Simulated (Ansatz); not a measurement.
`[F][Zn][GaH2]` + `NB1CS1` → `[GaH2][NH]B1CS1` + `[F][ZnH]` at 600 K and 1 bar (cleavage of the Ga–Zn bond).

Isolated molecules relaxed with PBE0-D4/def2-TZVP in Ansatz; ΔE leaves out vibrations. CCSD(T)/CBS adds triple-zeta CCSD(T) − MP2 to the extrapolated MP2 energy (def2 sets, frozen cores). For Ga, Zn outer-core shells are correlated without core-valence functions, which leaves a few kJ/mol of doubt a bond. Scalar relativity is left out up to krypton. Each species was taken in one conformer, which may not be the lowest.

```
          species  CCSD(T)/CBS energy (Eh)  H − E (kJ/mol)  S (J/(mol·K))
  `[F][Zn][GaH2]`              -3803.33937            82.1          373.1
         `NB1CS1`               -517.77714           199.1          355.1
`[GaH2][NH]B1CS1`              -2442.32425           225.7          445.6
       `[F][ZnH]`              -1878.79355            46.7          267.2
```

H − E and S are ideal-gas, rigid-rotor, harmonic terms from PBE0-D4/def2-TZVP, for one conformer and one mirror image of each species. 1 Eh = 2625.50 kJ/mol, R = 8.31446 J/(mol·K).

Question: By hand: ΔE, ΔH, ΔS and ΔG.

Answer: ΔE = (-2442.32425) + (-1878.79355) − (-3803.33937) − (-517.77714) = -0.00129 Eh = -3.4 kJ/mol. Δ(H − E) = 225.7 + 46.7 − 82.1 − 199.1 = -8.8, so ΔH = -12.2 kJ/mol. ΔS = 445.6 + 267.2 − 373.1 − 355.1 = -15.4 J/(mol·K). ΔG = -12.2 − 600 × (-15.4)/1000 = -3.0 kJ/mol.

Question: By hand: the equilibrium constant, and the temperature at which ΔG would vanish if ΔH and ΔS stayed fixed.

Answer: log₁₀ K = −ΔG/(RT ln 10) = 0.3. ΔG = 0 at ΔH/ΔS = 792 K, though so small a ΔS makes that figure unsure.

TΔS isn't small against ΔH here. The sign of ΔG lies within the doubt. A doubt of 5 kJ/mol in ΔE shifts log₁₀ K by 0.4 here. Other conformers and mirror images would add mixing entropy, several J/(mol·K) or more a flexible species. These are equilibria of isolated gas molecules and say nothing of rates. Largest T1 diagnostic: 0.018 (customary marks: 0.02 for closed shells, 0.045 for open ones).
